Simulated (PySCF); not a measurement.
GeH3NS, neutral, multiplicity 1. Atoms are numbered in the order given.

```xyz
6

Ge     0.4950     0.4800     0.0000
N     -1.1200     1.3082     0.0000
H     -1.1888     2.3132     0.0000
H     -2.0213     0.8563     0.0000
S     -0.3523    -1.5937     0.0000
H      0.8460    -2.1891     0.0000
```

Geometry optimised at ωB97X-D3(BJ)/def2-TZVP. Other conformers were not sampled.

Method: PySCF with TDA-B3LYP/def2-SVPD.

Vertical excitations. Isolated molecule, no solvent. State labels are in the subgroup Cs.

Computed lowest excited states:
```csv
state,symmetry,energy (eV),λ (nm),f,main pairs
S1,A",4.46,278,0.036,HOMO→LUMO 97 %
S2,A',4.76,261,0.034,HOMO−1→LUMO 88 %
S3,A",5.69,218,0.007,HOMO−1→LUMO+1 95 %
S4,A',5.97,208,0.031,"HOMO→LUMO+2 64 %, HOMO→LUMO+1 28 %"
S5,A",6.08,204,0.035,HOMO−1→LUMO+2 95 %
S6,A',6.15,202,0.021,"HOMO−2→LUMO 68 %, HOMO→LUMO+3 20 %"
S7,A',6.28,197,0.402,"HOMO→LUMO+1 53 %, HOMO→LUMO+2 21 %"
S8,A",6.59,188,0.002,HOMO−1→LUMO+3 87 %
S9,A',6.86,181,0.586,"HOMO→LUMO+3 67 %, HOMO−2→LUMO 10 %"
S10,A",6.88,180,0.028,"HOMO−2→LUMO+1 61 %, HOMO−3→LUMO 28 %"
T1,A",3.22,385,0,HOMO→LUMO 98 %
T2,A',3.80,326,0,HOMO−1→LUMO 97 %
T3,A',4.74,261,0,HOMO−2→LUMO 96 %
T4,A',4.93,252,0,HOMO→LUMO+1 89 %
```
Triplets are in the Tamm–Dancoff approximation.
